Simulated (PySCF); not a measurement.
# Spinor energies of Ag³⁰⁺ (silver, charge +30)

Start: [Ne] 3s2 3p5; 3p1/2 filled at m_j = -1/2, +1/2; 3p3/2 filled at m_j = -1/2, +1/2, +3/2. Calculated with PySCF 2.14 in an uncontracted even-tempered set (19 s from 4.9 bohr⁻², ratio 2.4; 14 p from 6.4 bohr⁻², ratio 2.4; 5 d from 26 bohr⁻², ratio 2.6; 4 f from 39 bohr⁻², ratio 2.6): generalised Hartree-Fock with the X2C-1e Hamiltonian and a Gaussian nucleus; one run each with spin-orbit coupling (SO) switched off, then screened by Boettger's factors.

| spinor shell | electrons | ε, spin-free (eV) | ε, screened SO (eV) | weight of nominal j (screened SO) | rms radius, screened SO (bohr) |
| --- | --- | --- | --- | --- | --- |
| 1s1/2 | 2 | -27168.8 | -27166.3 | 1.000 | 0.0357 |
| 2s1/2 | 2 | -5339.5 | -5338.5 | 1.000 | 0.144 |
| 2p1/2 | 2 | -4942.9 | -5067.4 | 1.000 | 0.125 |
| 2p3/2 | 4 | -4942.9 | -4884.7 | 1.000 | 0.129 |
| 3s1/2 | 2 | -1963.9 | -1963.5 | 1.000 | 0.355 |
| 3p1/2 | 2 | -1832.1 | -1860.0 | 0.994 | 0.343 |
| 3p3/2 | 3 | -1832.1 | -1818.9 | 0.996 | 0.351 |

```csv
quantity,spin-free,screened SO
E (hartree),-4660.70619,-4662.17410
M_J,3/2,3/2
⟨J²⟩,3.751,3.751
⟨L²⟩,2.001,2.007
⟨S²⟩,0.750,0.757
```

Each row is a mean over spinors that exchange with the open shell spreads, by up to 16.181 eV (3s1/2).

Breit and QED terms are absent; they matter most for the inner s and p1/2 levels.

Densities and radii are taken from the X2C orbitals without a picture-change correction, which distorts them close to the nucleus.

Without spin-orbit coupling the j labels of p, d and f shells carry no meaning; the spin-free column gives the mean over the occupied spinors of each nl shell.
